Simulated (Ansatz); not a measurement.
The same path of Cl3GeH + FH (7 atoms, charge 0, multiplicity 1) was run twice with different band settings. Lost on the way: Ge1–H2, F6–H7. Made: Ge1–F6, H2–H7.

The calculation used RKS LDA/def2-SVP in Ansatz 0.2.0.

Relaxed end points:

```xyz
7
Properties=species:S:1:pos:R:3
Ge 0.231 0.145 0.058
H 0.557 0.340 1.536
Cl 2.030 -0.226 -1.027
Cl -0.733 1.774 -0.895
Cl -0.960 -1.645 -0.287
F -1.951 0.206 1.594
H -2.061 -0.595 1.086
```

```xyz
7
Properties=species:S:1:pos:R:3
Ge -0.584 -0.009 -0.719
H 0.201 0.016 3.219
Cl 1.457 -0.154 -0.219
Cl -0.980 1.747 -1.815
Cl -1.246 -1.729 -1.740
F -1.471 0.091 0.750
H -0.263 0.038 2.588
```

Common settings: climbing image yes; spring 5.0 eV/Å²; optimiser quadratic models (default); start path through a guess of the saddle point; force threshold 0.05 eV/Å; iteration limit 60; end points relaxed.

| run | movable images |
| --- | --- |
| 1 | 5 |
| 2 | 1 |

Problem. What does each run give, and how far can it be trusted?

Solution. Run 1: converged after 9 iterations, highest image 1.314 eV above the first end. A vibrational analysis at the climbing image gives one clearly imaginary mode, 890i cm⁻¹: a first-order saddle point.
Run 2: converged after 13 iterations, highest image 1.314 eV above the first end. Neighbouring images differ by up to 1.4 eV, so the band resolves the path poorly. Another band between the same ends (5 images) ends at a top of the same energy, where a vibrational analysis finds 1 clearly imaginary mode. So few images can step over the top or miss a turn of the path.
The orbitals stay closed-shell, which can raise the energy where a bond breaks towards radicals; this wasn't checked here.
